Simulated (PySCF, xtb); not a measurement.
B(F)(Br)(vinyl) (C₂H₃BBrF), SMILES C=CB(F)Br. The values are those of a single conformer.

Harmonic wavenumbers (cm⁻¹) from GFN2-xTB (xtb) at its own minimum, in rising order: 101, 153, 298, 319, 440, 518, 610, 941, 942, 1033, 1076, 1236, 1304, 1410, 1643, 3047, 3085, 3116.

Question: What does PBE0-D3(BJ)/def2-SVP (PySCF) give at its own minimum? (The exact figures need the calculation; the answer reports its results.)

Answer: 106, 173, 322, 387, 436, 538, 678, 963, 1027, 1040, 1128, 1267, 1359, 1438, 1705, 3153, 3172, 3256. Paired by order, the mean absolute difference is 49 cm⁻¹ and the zero-point energies are 30.4 and 31.7 kcal/mol.
